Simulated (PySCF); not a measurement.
Species: C4H7NOSi.
Atom-mapped SMILES: `[N:1]#[C:2][C@@H:3]1[O:4][CH2:5][CH2:6][SiH2:7]1`

Structure used (GFN2-xTB), in Å, numbered top down from 1:
```
atom  x, y, z in Å
N1    -2.674   -0.830    1.353
C2    -1.946   -0.763    0.472
C3    -0.991   -0.619   -0.594
O4     0.179   -1.403   -0.381
C5     1.028   -0.784    0.557
C6     1.302    0.673    0.148
Si7   -0.330    1.207   -0.677
H8    -1.441   -0.975   -1.524
H9     1.936   -1.389    0.578
H10    0.564   -0.808    1.554
H11    2.129    0.708   -0.561
H12    1.588    1.265    1.014
H13   -0.184    1.605   -2.075
H14   -1.159    2.112    0.114
```

NICS is the negative of the GIAO shielding at a point without a nucleus: at the ring centre (0) and 1 Å above and below it (1); zz is the component along the ring normal. Level: GIAO PBE0/pcSseg-1 (PySCF, non-relativistic, gas phase) on the GFN2-xTB geometry, one conformer.

Ring bond lengths (Å), with Mayer bond orders in brackets: C3–O4 1.424 (0.92), O4–C5 1.408 (0.92), C5–C6 1.537 (1.01), C6–Si7 1.905 (0.93), Si7–C3 1.944 (0.81).

Give the NICS values of each ring in ppm.

```json
{"ring": "C3–O4–C5–C6–Si7", "type": "5-membered ring with O and Si; formal bonds all single", "NICS(0)": "-7.2", "NICS(1), two faces": "-4.6 / -3.8", "NICS(1)zz, two faces": "-6.6 / -5.0", "rms pucker (Å)": "0.18", "centre to ring atoms, mean (Å)": "1.37"}
```

What can be read from them?

- C3–O4–C5–C6–Si7: mean NICS(1)zz -5.8 ppm, shielded. C3, C5, C6, Si7 have four or more neighbours, so the value isn't read as a sign of a π ring current.

What field does 11.7 T along the ring normal induce along that normal at the first NICS(1) probe listed for ring C3–O4–C5–C6–Si7, 1 Å off the ring?

NICSzz × B0 = -6.6 ppm × 11.7 T = -77 μT, against the applied field.

How shielded are the nuclei of the rings and their hydrogens (means over atoms taken as equivalent)?

```csv
atoms,environment,σ isotropic (ppm),"principal values of the symmetric part, first atom (ppm)"
C3,sp3 carbon bound to oxygen,131.9,"96.7, 114.8, 184.4"
O4,cyclic ether oxygen,262.6,"215.1, 247.3, 325.5"
C5,sp3 carbon bound to oxygen,116.5,"72.0, 110.7, 166.9"
C6,sp3 carbon bound to silicon,173.6,"147.4, 174.3, 199.2"
Si7,SiH2 silicon,371.5,"321.0, 382.2, 411.4"
H8,methine hydrogen,27.27,"23.4, 25.6, 32.8"
H9,methylene hydrogen,27.24,"21.8, 26.5, 33.4"
H10,methylene hydrogen,27.95,"22.9, 27.4, 33.6"
H11,methylene hydrogen,30.35,"25.2, 27.4, 38.4"
H12,methylene hydrogen,30.54,"26.1, 27.2, 38.3"
H13,Si–H hydrogen,27.42,"24.0, 24.6, 33.7"
H14,Si–H hydrogen,27.29,"24.0, 25.1, 32.7"
```
